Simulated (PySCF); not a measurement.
Sn(H)3(OMe) (CH₆OSn), SMILES [O]([SnH3])C. The structure is a stationary point at B3LYP-D3(BJ)/def2-SVP. The def2 effective core potentials stand for the cores of Sn; spin–orbit coupling is left out.

### Question
Give the equilibrium geometry at B3LYP-D3(BJ)/def2-SVP (PySCF confirms it by a frequency run) as a Z-matrix, and its point group. (The exact figures need the calculation; the answer reports its results.)

### Answer
point group Cs.
```
O
C 1 1.4029
H 2 1.1047 1 108.67
H 2 1.1106 3 107.08 1 122.65
H 2 1.1106 3 107.08 4 114.71
Sn 1 2.0027 2 120.64 3 180.00
H 6 1.7104 1 103.12 2 180.00
H 6 1.7229 7 113.06 1 116.33
H 6 1.7229 7 113.06 8 127.35
```
